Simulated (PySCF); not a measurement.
bromoethene (C2H3Br), SMILES C(Br)=C.

The structure is a stationary point at PBE0-D3(BJ)/def2-TZVP.

The numbers are results of PBE/def2-TZVPD in PySCF, not measurements.

The molecule is in vacuum.

Computed frontier levels, gap, dipole moment and polarisability:
The highest occupied level comes out as -6.33 eV and the lowest empty level is -1.42 eV. The orbital gap is 4.91 eV and the dipole moment is 0.280 e·Å. The quadrupole, principal values (traceless, Buckingham form, about the centre of nuclear charge) is -4.56, 0.75, 3.81 D·Å and the mean static polarisability is 50.0 bohr³ (7.41 Å³). The polarisability, principal values is 37.2, 44.2, 68.6 bohr³.
